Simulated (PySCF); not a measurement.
## Where the electron goes

Compound: C₈H₉F.
Structure used (PBE0-D3(BJ)/def2-SVP), in Å, numbered top down from 1:
```
atom  x, y, z in Å
C1    -2.531    0.369   -0.462
C2    -1.581   -0.313    0.519
C3    -0.141    0.058    0.281
C4     0.406    1.218    0.845
C5     1.725    1.584    0.582
C6     2.526    0.803   -0.247
C7     1.976   -0.346   -0.801
F8     2.727   -1.111   -1.593
C9     0.663   -0.726   -0.551
H10   -2.282    0.105   -1.501
H11   -3.575    0.073   -0.276
H12   -2.469    1.465   -0.376
H13   -1.859   -0.043    1.551
H14   -1.693   -1.406    0.443
H15   -0.209    1.838    1.502
H16    2.139    2.490    1.031
H17    3.563    1.063   -0.468
H18    0.281   -1.640   -1.011
```

Computed, not measured: TDDFT wB97X-D/def2-SVPD, vertical, gas phase, core orbitals frozen in the response (PySCF).

Kohn–Sham orbitals with the atoms that hold most of them (Löwdin shares over 4%, at most four atoms; ? is withheld):

```json
{"orbital": "HOMO-3", "ε (eV)": "-11.62", "atoms": "C2 25%, C1 20%, H13 12%, H10 10%"}
{"orbital": "HOMO-2", "ε (eV)": "-11.45", "atoms": "C2 15%, C3 14%, C1 9%, C5 8%"}
{"orbital": "HOMO-1", "ε (eV)": "-9.17", "atoms": "?"}
{"orbital": "HOMO", "ε (eV)": "?", "atoms": "C4 23%, C7 17%, C6 17%, C3 14%"}
{"orbital": "LUMO", "ε (eV)": "1.27", "atoms": "?"}
{"orbital": "LUMO+1", "ε (eV)": "1.54", "atoms": "C4 21%, C7 20%, C3 12%, C5 12%"}
{"orbital": "LUMO+2", "ε (eV)": "2.38", "atoms": "C1 16%, C2 10%, C4 9%, H15 8%"}
```

Q: Give the leading atoms of the HOMO-1.

A: C9 (bonded to 2 C and H) 27%; C5 (bonded to 2 C and H) 21%; C3 (bonded to 3 C) 13%; C6 (bonded to 2 C and H) 12%.

Q: Give the leading atoms of the LUMO.

A: C5 (bonded to 2 C and H) 19%; C3 (bonded to 3 C) 18%; C9 (bonded to 2 C and H) 17%; C6 (bonded to 2 C and H) 17%.

Q: What is the HOMO energy, and the HOMO–LUMO gap?

A: ε(HOMO) = -8.83 eV; the gap is 10.10 eV (0.3712 hartree).

Q: How does S1 compare with the orbital gap of 10.10 eV?

A: S1 is at 5.38 eV (f = 0.013), 4.72 eV below the gap, made of HOMO→LUMO (60%), HOMO-1→LUMO+1 (30%). Without the coupling terms of the response equations the lowest excitation would equal the gap.

Next come S2 at 6.11 eV (f 0.016), HOMO→LUMO+1 (48%), HOMO-1→LUMO (43%); S3 at 6.97 eV (f 0.470), HOMO-1→LUMO (44%), HOMO→LUMO+1 (37%), HOMO-1→LUMO+1 (10%); S4 at 7.02 eV (f 0.760), HOMO-1→LUMO+1 (55%), HOMO→LUMO (27%); S5 at 7.34 eV (f 0.0048), HOMO→LUMO+2 (74%), HOMO→LUMO+3 (10%).

Löwdin shares depend on the basis, the more so with diffuse functions.

One conformer stands for the species.
